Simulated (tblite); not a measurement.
Compound: C₆H₁₅NSi.
Atom-mapped SMILES: `[CH3:1][CH2:2][CH2:3][C@H:4]1[CH2:5][NH:6][SiH2:7][CH2:8]1` (hydrogens: H9, H10, H11 on C1; H12, H13 on C2; H14, H15 on C3; H16 on C4; H17, H18 on C5; H19 on N6; H20, H21 on Si7; H22, H23 on C8)

Structure optimised with GFN2-xTB, isolated species.

Question: Give the optimised bond lengths and angles.

Answer: 
```csv
bond,length (bohr),order
C1–C2,2.881,single
C2–C3,2.886,single
C3–C4,2.888,single
C4–C5,2.894,single
C5–N6,2.738,single
N6–Si7,3.239,single
Si7–C8,3.588,single
C4–C8,2.895,single
"C1–H9, C1–H10, C1–H11",2.056,single
C2–H12,2.064,single
C2–H13,2.063,single
C3–H14,2.066,single
C3–H15,2.066,single
C4–H16,2.070,single
C5–H17,2.069,single
C5–H18,2.079,single
N6–H19,1.901,single
Si7–H20,2.768,single
Si7–H21,2.776,single
C8–H22,2.055,single
C8–H23,2.062,single
```

Bonds in one row agree within 0.02 bohr and their mean is given. Orders are formal, as drawn. A selection of angles:
```csv
angle,degrees
C1–C2–C3,111.6
C2–C3–C4,113.7
C3–C4–C5,113.2
C3–C4–C8,111.9
C5–C4–C8,107.0
C4–C5–N6,106.6
C5–N6–Si7,114.8
N6–Si7–C8,91.8
C4–C8–Si7,104.4
H19–N6–C5,114.7
H19–N6–Si7,125.9
```

Torsions: C1–C2–C3–C4 177° (antiperiplanar); C2–C3–C4–C5 64° (synclinal); C3–C4–C5–N6 165° (antiperiplanar); C4–C5–N6–Si7 -30°; C5–N6–Si7–C8 8° (synperiplanar); N6–Si7–C8–C4 16° (synperiplanar); C3–C4–C8–Si7 -159° (antiperiplanar).

N6 (silicon-bound nitrogen) has angles 125.9°, 114.8° and 114.7°, sum 355.4°, 0.16 Å off the plane of its three neighbours. The 5-membered ring C4–C5–N6–Si7–C8 has internal angles of 91.8° to 114.8°; it is puckered, 0.17 Å rms from its mean plane, widest ring torsion 41°. Of the pairs four or more bonds apart, C5···H13 is among the closest relative to their van der Waals radii: 2.80 Å, 97 % of the sum of Bondi's values. Si7 (SiH2 silicon) has angles from 91.8° to 116.2°.

Point group: C1 (no symmetry element, even within 0.4 Å). Its GFN2-xTB frequencies are all real (lowest 66 cm⁻¹). One conformer, not necessarily the lowest. 3 starts were optimised and ended at 0.00, 0.53 and 1.46 kcal/mol (GFN2-xTB); the lowest of these is shown.

All values are computed, not measured.
